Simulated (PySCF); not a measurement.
C3H6N2Si. Atoms are numbered in the order given.

```xyz
12

N     -3.3580     0.8218    -0.7209
C     -2.5223     0.3820    -0.0547
C     -1.4386    -0.1783     0.7621
C     -0.1278    -0.2858    -0.0015
N      0.9764    -0.0525     0.5612
Si     2.5373    -0.2011    -0.2457
H     -1.2786     0.4328     1.6623
H     -1.7409    -1.1880     1.0909
H     -0.2301    -0.6034    -1.0628
H      3.2162     1.1204    -0.1872
H      2.3731    -0.6267    -1.6721
H      3.3411    -1.2127     0.4912
```

The structure is a stationary point at ωB97X-D3(BJ)/def2-SVP. The structure was generated by enumeration; whether it is a known compound was not checked. One conformer was computed; it need not be the lowest.

These are PBE/def2-TZVP run with PySCF values and carry that method's errors.

Isolated molecule, no solvent.

Computed frontier levels, gap, dipole moment and polarisability:
| Quantity | Result |
|---|---|
| highest occupied level | -6.39 eV |
| lowest empty level | -2.48 eV |
| orbital gap | 3.91 eV |
| dipole moment | 3.07 D |
| quadrupole, principal values (traceless, Buckingham form, about the centre of nuclear charge) | -18.58, 6.89, 11.68 D·Å |
| mean static polarisability | 76.9 bohr³ (11.40 Å³) |
| polarisability, principal values | 57.2, 65.2, 108.3 bohr³ |
